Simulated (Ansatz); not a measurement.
Geometry optimisation, RKS B3LYP/def2-SVP (Ansatz).

Input:

```yaml
crystal:
  periodic: [false, false, false]
  atoms:
    - { symbol: Zr, position_ang: [0.295791, 0.429665, -0.485616] }
    - { symbol: Cl, position_ang: [-0.045859, -0.002285, 3.195922] }
    - { symbol: Cl, position_ang: [2.195287, -0.095305, -1.755079] }
    - { symbol: Cl, position_ang: [-1.151696, 1.893383, -1.60454] }
    - { symbol: F, position_ang: [-0.59616, -1.146514, 0.057151] }
    - { symbol: H, position_ang: [0.982268, 1.475289, 0.874996] }
    - { symbol: H, position_ang: [0.64077, 0.998267, 2.637766] }
basis:
  gaussian: { orbitals: def2-SVP }
hamiltonian:
  xc: b3lyp
relax:
  f_tol: 0.03
  max_steps: 50
```

Run as:

```bash
$ ansatz run input.yaml --threads 2 --pin off --max-ram 3072MiB --backend cpu --events-out ev --progress --plain --runs-dir out
```

**Question.** Where does it end, and by what steps?

**Answer.** The run converged. The force dipped under the threshold on the way, but the program's further checks kept it going. After 31 steps the energy has fallen by 0.188 eV; Cl2 moved furthest, 1.12 Å. Joined: Zr1–Cl2 (3.72 → 3.08 Å).

| step | energy less start (eV) | largest force component (eV/Å) | accepted |
| --- | --- | --- | --- |
| 0 | 0.0000 | 0.750 | yes |
| 2 | -0.0002 | 0.629 | no |
| 4 | -0.0404 | 0.240 | yes |
| 6 | -0.0445 | 0.041 | yes |
| 8 | -0.0522 | 0.064 | yes |
| 10 | -0.0608 | 0.355 | yes |
| 12 | -0.0963 | 0.435 | yes |
| 14 | -0.1505 | 0.264 | yes |
| 16 | -0.1534 | 0.632 | no |
| 18 | -0.1735 | 0.146 | yes |
| 20 | -0.1739 | 0.071 | yes |
| 22 | -0.1743 | 0.088 | yes |
| 24 | -0.1759 | 0.110 | yes |
| 26 | -0.1819 | 0.167 | yes |
| 28 | -0.1877 | 0.056 | yes |
| 30 | -0.1872 | 0.060 | no |
| 31 | -0.1882 | 0.011 | yes |

```xyz
7
Properties=species:S:1:pos:R:3
Zr 0.418 0.322 -0.339
Cl -0.695 0.610 2.513
Cl 1.801 0.120 -2.218
Cl -1.203 1.962 -0.848
F -0.164 -1.442 0.056
H 1.712 0.930 0.835
H 0.451 1.051 2.923
```

Whether the end is a true minimum wasn't checked by a vibrational analysis.

The run took 100 s on 2 threads of Arm Neoverse V2, with other jobs on the host, peak memory 0.26 GiB.
